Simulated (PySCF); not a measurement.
Two-component Hartree-Fock for Tl⁴⁶⁺ (thallium, charge +46)

Start: [Ar] 3d10 4s2 4p5; 4p1/2 filled at m_j = +1/2; 4p3/2 filled at m_j = -3/2, -1/2, +1/2, +3/2. Calculated with PySCF 2.14 in an uncontracted even-tempered set (16 s from 6.3 bohr⁻², ratio 2.8; 14 p from 8.2 bohr⁻², ratio 2.8; 8 d from 15 bohr⁻², ratio 2.8; 4 f from 38 bohr⁻², ratio 3): generalised Hartree-Fock with the X2C-1e Hamiltonian and a Gaussian nucleus; one run each with spin-orbit coupling (SO) screened by Boettger's factors, then bare. This is a chosen level, not necessarily the ground level.

```csv
spinor shell,electrons,"ε, screened SO (eV)","ε, bare SO (eV)",weight of nominal j (bare SO),"rms radius, bare SO (bohr)"
1s1/2,2,-88324.2,-88322.2,1.000,0.0184
2s1/2,2,-17790.9,-17790.3,1.000,0.0742
2p1/2,2,-17150.4,-17197.4,1.000,0.0626
2p3/2,4,-15077.8,-15063.9,1.000,0.0710
3s1/2,2,-5993.6,-5993.5,1.000,0.187
3p1/2,2,-5710.4,-5721.1,1.000,0.178
3p3/2,4,-5227.3,-5224.0,1.000,0.194
3d3/2,4,-4778.5,-4787.7,1.000,0.169
3d5/2,6,-4675.7,-4670.1,1.000,0.173
4s1/2,2,-2777.4,-2777.3,1.000,0.394
4p1/2,1,-2662.9,-2666.3,1.000,0.385
4p3/2,4,-2504.0,-2503.0,1.000,0.408
```

```tsv
quantity	screened SO	bare SO
E (hartree)	-18795.25675	-18797.23308
M_J	1/2	1/2
⟨J²⟩	0.751	0.751
⟨L²⟩	2.097	2.103
⟨S²⟩	0.845	0.852
```

Each row is a mean over spinors that exchange with the open shell spreads, by up to 7.986 eV (3p1/2).

Breit and QED terms are absent; they matter most for the inner s and p1/2 levels.

Densities and radii are taken from the X2C orbitals without a picture-change correction, which distorts them close to the nucleus.
